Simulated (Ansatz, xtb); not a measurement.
## Isomers of AlHNOSi in order of energy

12 gas-phase structures of AlHNOSi, found in a search over its isomers (lower ones may exist). Each was relaxed with GFN2-xTB; where two conformers were screened, the lower at r2SCAN-D4/def2-SVP//GFN2-xTB is listed:

A. `[H]/N=[Si]\[O][Al]`, a doublet
B. `[OH][Al][N]=[Si]`, a doublet
C. `[N]=[SiH][O][Al]`, a doublet
D. `[H]/N=[Si]/[O][Al]`, a doublet
E. `O=[Si]=[N][AlH]`, a doublet
F. a doublet given by its coordinates
G. `N#[Si][O][AlH]`, a doublet
H. a doublet given by its coordinates
I. `[NH]1[Al]2[O][Si]12`, a doublet
J. `[N]1[Al]2[O][SiH]12`, a doublet
K. `O=[SiH][N][Al]`, a doublet
L. `O=[Si]1[NH][Al]1`, a doublet

F (Å):

```xyz
5

Al   -1.3603   -0.2824   -0.4726
N    -2.9182   -0.9289    0.2836
O    -1.5571   -1.5013   -1.8152
Si   -2.9181   -1.9865   -1.0567
H    -0.1525    0.6345   -0.5314
```

Close contacts (Å): Al1–N2 1.85, Al1–O3 1.82, Al1–Si4 2.38, N2–Si4 1.71, O3–Si4 1.63, Al1–H5 1.52.

H (Å):

```xyz
5

Al   -0.9380   -0.1388    0.7320
N     0.0572    0.5395   -0.7719
O    -1.1154   -0.1614    2.2985
Si   -1.0147   -0.3830   -1.7131
H     0.8267    1.1303   -1.0639
```

Close contacts (Å): Al1–N2 1.93, Al1–O3 1.58, Al1–Si4 2.46, N2–Si4 1.70, N2–H5 1.01.

Task: Make a reasoned guess at their ranking by r2SCAN-D4/def2-SVP//GFN2-xTB single-point energy.

Result: Calculated order at r2SCAN-D4/def2-SVP//GFN2-xTB: I (0.000), B (1.107), D (1.305), L (1.685), A (1.703), J (1.831), F (1.904), H (2.491), K (2.578), E (2.812), C (3.020), G (4.012) eV. Less than 1 kcal/mol parts L and A, so the order within that pair means little.

Energies above the lowest of each column, in eV; the last columns are at r2SCAN-D4/def2-SVP geometries and were run for some of them only (a dash: not run or not comparable):

```
structure  GFN2-xTB  HF/STO-3G  r2SCAN-D4/def2-SVP//GFN2-xTB  r2SCAN-D4/def2-SVP  CCSD(T)/def2-SVP + ΔMP2/def2-TZVPP
        I     0.000      0.000                         0.000               0.000                               0.000
        B     0.200      2.499                         1.107               0.971                               0.895
        D     0.648      1.731                         1.305                   –                                   –
        L     0.807      2.724                         1.685                   –                                   –
        A     0.839      2.744                         1.703                   –                                   –
        J     0.640      2.539                         1.831                   –                                   –
        F     0.643      1.181                         1.904                   –                                   –
        H     0.616      3.018                         2.491                   –                                   –
        K     0.930      3.098                         2.578                   –                                   –
        E     0.139      5.822                         2.812                   –                                   –
        C     1.092      2.568                         3.020                   –                                   –
        G     0.583      5.043                         4.012                   –                                   –
```

Every level run on I puts it lowest or level with the lowest. Some further structures that were screened fall inside this span and aren't listed. Flexible structures stand in one conformer each, not always the lowest. Frequencies (r2SCAN-D4/def2-SVP) were run for B, I alone. The ΔMP2 step shifts differences by up to 0.172 eV, which makes them less sure. Open shells are spin-unrestricted, some with notable spin contamination. ΔMP2 is the change of the MP2 energy from the smaller to the larger basis.

Over these structures GFN2-xTB departs from r2SCAN-D4/def2-SVP//GFN2-xTB by 0.723 eV on average once a common shift is removed. A GFN2-xTB relaxation took about 0.28 s and the r2SCAN-D4/def2-SVP//GFN2-xTB energy about 6.2 s on a shared host (Ansatz 0.2.0, xtb 6.7.1).
